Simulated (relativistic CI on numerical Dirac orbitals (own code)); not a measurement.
## Hyperfine structure of Os X, mass number 189

Computed by Dirac-Coulomb-Breit CI, KLI orbitals optimised for each configuration, QED by a radiative potential, unscaled Slater integrals (own radial code, finite nucleus).

Configurations in the expansion (outside the closed core [Kr] 4d10): 4f¹⁴5s²5p⁵, 4f¹³5s²5p⁶, 4f¹⁴5s5p⁶, 4f¹⁴5s²5p⁴5d, 4f¹⁴5s5p⁵5d, 4f¹⁴5s²5p⁴5f, 4f¹³5s²5p⁵5d, 4f¹⁴5s²5p⁴6s, 4f¹⁴5s²5p⁴5g, 4f¹⁴5s5p⁵5f, 4f¹⁴5p⁵5d², 4f¹³5p⁶5d², 4f¹⁴5p⁴5d³, 4f¹⁴5p⁴5d²5f, 4f¹³5p⁵5d³. Double excitations out of closed p, d and f shells are left out; levels of such configurations are missing from the list, as are those of other unlisted configurations, and high levels can miss mixing partners. Some configurations lack a partner that the ground configuration has and come out too high, among them 4f¹⁴5s²5p⁴6s, 4f¹⁴5s²5p⁴5g.

Nuclear spin I = 3/2, μ = 0.6576 μN, Q = 0.86 b (tables of Stone and Pyykkö). The electronic factors are computed for point nuclear moments, without core polarisation or the Bohr-Weisskopf and QED corrections.

```csv
Level,E (cm⁻¹),A (MHz),B (MHz)
4f¹⁴5s²5p⁵ ²P°3/2,0,3703,-14300
4f¹⁴5s²5p⁵ ²P°1/2,113475,34560,
4f¹³5s²5p⁶ ²F°7/2,127199,747.6,-3180
4f¹³5s²5p⁶ ²F°5/2,148965,1397,-2860
4f¹⁴5s5p⁶ ²S1/2,365647,69860,
4f¹⁴5s²5p⁴5d ⁴D5/2,383686,2432,-970
4f¹⁴5s²5p⁴5d ²P1/2,390366,6250,
4f¹⁴5s²5p⁴5d ⁴F9/2,403006,1867,5930
```

Levels with J = 0, under 50 % of one LS term, or S terms without an open s electron are left out. Small factors come from cancelling terms and can be off by tens of per cent or more.

At this charge transitions that keep the count of f electrons are usually good to a few per cent. Levels and lines within the n = 5 or 6 shells can be off by up to 10 % or somewhat more, and those that change n by about 2 %, since core polarisation is missing. Levels that differ in their count of f electrons can be misplaced by several ten thousand cm⁻¹, since the correlation energy of f electrons is missing or only estimated; rates across such gaps can be off by orders of magnitude.

Q: Give the hyperfine levels of 4f¹⁴5s²5p⁵ ²P°1/2 relative to its centre of gravity.

A: With K = F(F + 1) − I(I + 1) − J(J + 1), E = AK/2: F = 1: -43210, F = 2: 25920 MHz.

LS names give the leading component of a level, which can be under half, so a name can repeat, a term be missing and a line seem to break the LS rules.
